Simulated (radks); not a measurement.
The cadmium ion Cd4+, 44 electrons, occupied as [Ar] 3d10 4s2 4p5.75 4d8 5s0.25 (fractional occupations, a model configuration). Method: Dirac Kohn-Sham, B86b exchange with PBE correlation, spin-unpolarised, spherical densities, finite nucleus; open shells fill j = l - 1/2 first; Fermi nuclear charge, rms radius 4.6087 fm; computed with a radial shooting solver on a logarithmic mesh with Libxc functionals.

Spin-orbit splittings of the eigenvalues, e(l+1/2) - e(l-1/2), with zeta = 2 splitting/(2l+1) and mean radii in bohr:

shell  occ.  splitting (eV)  zeta (eV)  <r> j=l-1/2  <r> j=l+1/2
2p        6           192.5      128.3       0.1112       0.1164
3p        6           34.40      22.93       0.3493       0.3603
3d       10           6.993      2.797       0.3325       0.3360
4p     5.75           6.056      4.037       0.9218       0.9497
4d        8          0.8445     0.3378        1.137        1.148
